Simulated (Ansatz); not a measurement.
Consider the redistribution: `BN(C)CF` + `CB([SiH3])BCl` → `BB(C)BCl` + `CN([SiH3])CF`.

Gas-phase electronic energies from Ansatz, PBE0-D4/def2-TZVP geometries. CCSD(T)/CBS is the MP2 limit (def2-TZVPP, def2-QZVPP) plus CCSD(T) − MP2 in def2-TZVPP, frozen cores. Functionals use def2-TZVPP. B3LYP here is the variant with VWN-RPA as its local correlation; programs differ in this. One conformer a species, not always the lowest.

`BN(C)CF`:

Cartesian coordinates in Å:
```
B -1.217 -0.600 -0.819
N -0.149 -0.050 -0.115
C -0.304 0.867 1.000
C 1.201 -0.366 -0.427
F 1.777 -1.115 0.586
H -2.331 -0.289 -0.519
H -0.983 -1.359 -1.713
H 0.203 1.816 0.792
H -1.362 1.062 1.163
H 0.123 0.445 1.912
H 1.807 0.543 -0.518
H 1.237 -0.953 -1.344
```

`CB([SiH3])BCl`:

Z-matrix (Å, degrees):
```
C
B 1 1.560
H 1 1.092 2 114.8
H 1 1.104 2 103.4 3 -115.0
H 1 1.092 2 115.6 3 129.7
Si 2 2.032 1 118.3 3 -152.3
B 2 1.649 1 126.5 3 28.4
H 6 1.493 2 106.2 1 81.2
H 6 1.488 2 115.1 1 -159.5
H 6 1.491 2 111.0 1 -35.9
Cl 7 1.758 2 118.0 1 -94.9
H 7 1.197 2 126.0 1 89.3
```

`BB(C)BCl`:

```xyz
11

B    -0.962   -1.080   -0.962
B    -0.049   -0.006   -0.131
C    -0.590    0.843    1.084
B     1.553    0.143   -0.559
Cl    2.747   -0.846    0.261
H    -1.064   -2.226   -0.624
H    -1.542   -0.763   -1.964
H    -1.675    0.925    1.152
H    -0.251    0.286    1.970
H    -0.143    1.836    1.167
H     1.976    0.888   -1.394
```

`CN([SiH3])CF`:

```xyz
13

C    -1.420   -0.390    0.081
N    -0.098    0.204   -0.013
Si    1.058   -0.092    1.244
C     0.306    0.580   -1.300
F     0.623   -0.521   -2.114
H    -1.466   -1.392   -0.360
H    -1.721   -0.464    1.129
H    -2.151    0.243   -0.431
H     1.525   -1.505    1.327
H     0.416    0.244    2.541
H     2.222    0.789    0.977
H    -0.498    1.107   -1.825
H     1.206    1.198   -1.257
```

```json
{"level": "PBE-D4", "ΔE (kcal/mol)": "23.3", "difference from CCSD(T)/CBS": "0.9"}
{"level": "PBE0-D4", "ΔE (kcal/mol)": "23.1", "difference from CCSD(T)/CBS": "0.7"}
{"level": "B3LYP-D4", "ΔE (kcal/mol)": "21.7", "difference from CCSD(T)/CBS": "-0.7"}
{"level": "ωB97M-V", "ΔE (kcal/mol)": "21.8", "difference from CCSD(T)/CBS": "-0.6"}
{"level": "PBE", "ΔE (kcal/mol)": "23.4", "difference from CCSD(T)/CBS": "1.0"}
{"level": "r2SCAN", "ΔE (kcal/mol)": "21.8", "difference from CCSD(T)/CBS": "-0.6"}
{"level": "PBE0", "ΔE (kcal/mol)": "23.2", "difference from CCSD(T)/CBS": "0.8"}
{"level": "HF/def2-TZVPP", "ΔE (kcal/mol)": "19.6", "difference from CCSD(T)/CBS": "-2.8"}
{"level": "MP2/def2-TZVPP", "ΔE (kcal/mol)": "22.4", "difference from CCSD(T)/CBS": "0.0"}
{"level": "CCSD/def2-TZVPP", "ΔE (kcal/mol)": "22.3", "difference from CCSD(T)/CBS": "-0.1"}
{"level": "HF/def2-QZVPP", "ΔE (kcal/mol)": "19.3", "difference from CCSD(T)/CBS": "-3.1"}
{"level": "MP2/def2-QZVPP", "ΔE (kcal/mol)": "22.0", "difference from CCSD(T)/CBS": "-0.4"}
{"level": "SCS-MP2/def2-QZVPP", "ΔE (kcal/mol)": "21.5", "difference from CCSD(T)/CBS": "-0.9"}
{"level": "HF/CBS(def2)", "ΔE (kcal/mol)": "19.3", "difference from CCSD(T)/CBS": "-3.1"}
{"level": "MP2/CBS(def2)", "ΔE (kcal/mol)": "21.8", "difference from CCSD(T)/CBS": "-0.6"}
{"level": "CCSD/CBS(def2)", "ΔE (kcal/mol)": "21.7", "difference from CCSD(T)/CBS": "-0.7"}
{"level": "CCSD(T)/CBS", "ΔE (kcal/mol)": "22.4", "difference from CCSD(T)/CBS": "0"}
```

Largest T1 diagnostic among the species: 0.014.

In def2-TZVPP, CCSD(T) changes the Hartree–Fock value by +3.4 kcal/mol (the triples alone add +0.7 kcal/mol) and MP2 by +2.8 kcal/mol.
